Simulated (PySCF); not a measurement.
# A search over the determinants of BeGe

Unrestricted PBE0; PySCF, spin-free X2C with a Gaussian nucleus, basis sets Be x2c-SVPall, Ge x2c-SVPall. Outer shells of the fragments: Be 2s2; Ge 3d10 4s2 4p2.

Followed along the bond (rough minima from three points):

| 2Ms+1 | unpaired | ⟨S²⟩ at the start | R at minimum (Å) | Te (eV) |
| --- | --- | --- | --- | --- |
| 3 | π ↑↑ | 2.09 | 2.18 | 0.00 |
| 1 | π ↑↓ | 1.00 | 2.17 | 0.25 |
| 3 | σ ↑, π ↑ | 2.00 | 2.35 | 0.45 |
| 1 | σ ↓, π ↑ | 1.01 | 2.35 | 0.55 |
| 1 | none | 0.00 | 2.17 | 0.93 |

Solutions found at the starting distance of 2.120 Å, counted from the lowest of them; the search is not exhaustive and high or unbound solutions are not listed, so other states can lie among these:

```tsv
2Ms+1	unpaired	term	E (eV)	⟨S²⟩	⟨Lz²⟩	μ (D)
3	π ↑↑	³Σ⁻	0.00	2.09	0.00	-1.73
1	π ↑↓	mixed	0.25	1.00	2.01	-1.87
3	σ ↑, π ↑	³Π	0.62	2.00	1.00	0.69
1	σ ↓, π ↑	mixed	0.72	1.01	1.00	0.60
1	none	mixed	0.93	0.00	2.00	-1.72
3	σ ↑↑, π ↑↓	mixed	1.61	3.01	2.01	0.88
1	σ ↓↓, π ↑↑	mixed	1.82	2.01	0.00	0.44
3	σ ↑, π ↑	³Π	2.07	2.05	1.03	-1.90
1	σ ↓, π ↑	mixed	2.44	1.13	1.00	-1.98
3	π ↑↑	mixed	2.99	2.07	2.00	-0.61
```

A term symbol is given only where ⟨S²⟩ and ⟨Lz²⟩ are close to those of a pure state; real π, δ and φ orbitals otherwise mix terms. A positive dipole means Be(−)Ge(+).

Spin–orbit coupling is left out.
